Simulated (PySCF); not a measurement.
Molecule: SMILES FCc1ccnnc1, C5H5FN2.

Cartesian coordinates in Å; atom numbers follow the order of the lines, from 1:
```xyz
13

F     2.3836   -1.0237    0.2434
C     1.8240    0.1466   -0.1952
C     0.3304    0.1235   -0.0769
C    -0.3691   -0.9626    0.4178
C    -1.7571   -0.8461    0.4727
N    -2.4027    0.2320    0.0774
N    -1.7482    1.2538   -0.3875
C    -0.4361    1.2280   -0.4705
H     2.1309    0.2776   -1.2403
H     2.2503    0.9542    0.4128
H     0.1386   -1.8564    0.7461
H    -2.3754   -1.6483    0.8485
H     0.0264    2.1221   -0.8661
```

Frames of a GFN2-xTB Langevin trajectory at 300 K; GIAO PBE0/pcSseg-1 shieldings in PySCF 2.14, gas phase, non-relativistic; equivalent atoms averaged within each frame.

Chemical shifts δ = σref − σ; CFCl3 for ¹⁹F (σ = 170.95 ppm); ¹³C (σ = 186.93 ppm) and ¹H (σ = 31.72 ppm) against TMS; ¹⁵N (σ = 267.73 ppm) vs NH3, all at this level. The references are static minima.

How do the shifts (ppm) fluctuate along the trajectory?

## Answers


```
         time (fs)      F1     C5     C8     C3     C4    C2     N7     N6    H12    H13
optimised geometry  -273.1  155.9  150.8  142.4  124.4  84.0  465.2  462.1   9.66   9.34
               250  -248.9  169.0  148.9  136.9  124.5  92.0  502.1  483.9  10.01   9.39
               425  -282.0  160.8  152.9  144.1  127.9  81.7  484.8  446.3   9.59   9.60
               625  -254.8  151.8  164.1  147.9  114.6  94.2  503.5  468.3   9.31  10.38
               800  -264.9  161.7  156.3  137.3  127.2  82.3  503.0  489.6   9.92  10.72
              1000  -251.8  154.9  147.0  141.2  124.2  91.9  449.3  445.8   9.68   9.08
    mean of frames  -260.5  159.7  153.8  141.5  123.7  88.4  488.5  466.8   9.70   9.84
standard deviation    13.5    6.7    6.8    4.7    5.3   5.9   23.3   20.5   0.28   0.69
```

5 frames give an uncertainty of the mean of about the standard deviation over 2.2 at best, since frames this close in time may not be independent; classical motion lacks zero-point vibration, and the reference would need the same averaging.
